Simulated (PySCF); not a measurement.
Compound: C₈H₇ (doublet state).
Structure used (GFN2-xTB), in Å, numbered top down from 1:
```
atom  x, y, z in Å
C1     4.358    0.509    1.988
C2     3.278    0.218    1.540
C3     2.061   -0.105    1.030
C4     0.984   -0.431    0.590
C5    -0.308   -0.727    0.034
C6    -0.904    0.537   -0.659
C7    -2.206    0.289   -1.243
C8    -3.109   -0.618   -1.425
H9     5.296    0.764    2.381
H10   -0.222   -1.530   -0.704
H11   -0.988   -1.054    0.825
H12   -0.210    0.867   -1.438
H13   -0.979    1.339    0.082
H14   -3.027   -1.648   -1.066
H15   -4.028   -0.414   -1.955
```

The hyperfine couplings belong to this conformer and change with its torsions.

Identity: `C#CC#CCC[C]=C` [radical].

Method: PySCF 2.14.0, UKS B3LYP, pcH-1 on C H, non-relativistic, mean-field spin-orbit, GIAO. Geometry: GFN2-xTB, one conformer, isolated molecule. Couplings are sensitive to structure, and on GFN2-xTB geometries they can be far from those on DFT ones. No stability test was run, so a lower SCF solution isn't excluded.

Principal values of hyperfine tensors in MHz (contact and dipolar terms together), for some of the nuclei:

| atom | isotope | A1 | A2 | A3 | alike by the symmetry of this geometry |
| --- | --- | --- | --- | --- | --- |
| H14 | 1H | 176.02 | 178.58 | 186.84 | none |
| H15 | 1H | 113.66 | 114.80 | 131.41 | none |
| C5 | 13C | 63.19 | 63.43 | 82.74 | none |
| H13 | 1H | 18.59 | 20.15 | 37.06 | H12 |
| C6 | 13C | 12.97 | 13.49 | 25.13 | none |
| C8 | 13C | -25.58 | -6.61 | 6.77 | none |
| C4 | 13C | 3.20 | 5.62 | 9.23 | none |
| H11 | 1H | -10.42 | -7.40 | 0.61 | H10 |

(1) Give the isotropic coupling of each nucleus in MHz and in mT (g = 2.0022), and the anisotropic part.

(2) What spin density at the nucleus of H14 lies behind its contact coupling (g_N = 5.58569)?

(3) C7 (13C, g_N = 1.40482) isn't in the table. Its spin density at the nucleus is 0.2384 bohr⁻³. What is its contact coupling?

(4) Name the largest traceless tensor T of the table and describe it.

(5) In a single crystal, with the field along each principal axis of the tensor of H14 in turn, what first-order splitting does this nucleus give (isotropic g, quadrupole terms neglected)?

Results:

(1) a_iso is a third of the trace, T = A − a_iso, and a(mT) = a(MHz)/(g × 13.996).

| atom | a_iso (MHz) | a_iso (mT) | T1 | T2 | T3 |
| --- | --- | --- | --- | --- | --- |
| H14 | 180.48 | 6.440 | -4.46 | -1.90 | 6.36 |
| H15 | 119.96 | 4.281 | -6.29 | -5.16 | 11.45 |
| C5 | 69.79 | 2.490 | -6.59 | -6.36 | 12.96 |
| H13 | 25.27 | 0.902 | -6.68 | -5.12 | 11.79 |
| C6 | 17.20 | 0.614 | -4.23 | -3.71 | 7.93 |
| C8 | -8.47 | -0.302 | -17.11 | 1.87 | 15.25 |
| C4 | 6.02 | 0.215 | -2.82 | -0.40 | 3.21 |
| H11 | -5.74 | -0.205 | -4.68 | -1.66 | 6.35 |

(2) a_FC = (2μ0/3) gₑ μB g_N μN ρ(0)/(2S·h) = 800.24 MHz × g_N × ρ(0)/(2S), with ρ in bohr⁻³. With a_FC = 180.48 MHz and 2S = 1, ρ(0) = 0.04038 bohr⁻³. In magnitude that is 12.7 % of the 1/π = 0.318 of a free hydrogen atom.

(3) By the same relation, a_FC = 268.1 MHz. Its full tensor has the principal values 186.94, 206.50, 410.73 MHz.

(4) C8: -17.1, 1.9, 15.2 MHz, rhombic: the two smaller values differ by 78 % of the largest.

(5) 2 lines (I = 1/2), spaced by |A_i|/(g × 13.996): 6.28, 6.37, 6.67 mT along the axes of A1, A2 and A3.
